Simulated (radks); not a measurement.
Results of a calculation; reference values are marked as such.
Problem. The table gives one normalised radial function P(r) = r R(r) of Zn in [Ar] 3d10 4s2 (r in bohr). Code: a radial shooting solver on a logarithmic mesh with Libxc functionals. Model: scalar-relativistic Kohn-Sham, LB94 model potential, spin-polarised, spherical densities, finite nucleus; Fermi nuclear charge, rms radius 3.9283 fm.

r	P
0.00167	0.0174
0.002193	0.0224
0.002878	0.0286
0.003778	0.0362
0.004919	0.0452
0.006456	0.0561
0.008475	0.0685
0.01112	0.0818
0.0146	0.0947
0.01916	0.1048
0.02496	0.1086
0.03276	0.1013
0.04299	0.0771
0.05643	0.0314
0.07408	-0.0350
0.09723	-0.1114
0.1266	-0.1713
0.1662	-0.1828
0.2181	-0.1115
0.2863	0.0413
0.3758	0.2155
0.4933	0.3076
0.6475	0.2337
0.8431	0.0025
1.107	-0.3117
1.453	-0.5735
1.907	-0.6858
2.503	-0.6318
3.285	-0.4633
4.277	-0.2695
5.614	-0.1135
7.369	-0.0322

Which n and l does it have? It may be an empty orbital.

Solution. n = 4, l = 0: the number of nodes gives n - l - 1 = 3, the rise at small r (about r^(l+1)) gives l, and the extent must fit the shell. The curve is that of 4s. 4s: eigenvalue -10.589 eV, 3 radial nodes at r = 0.0648, 0.268, 0.845 bohr, <r> = 2.48 bohr, 90 % of the charge inside 3.82 bohr.
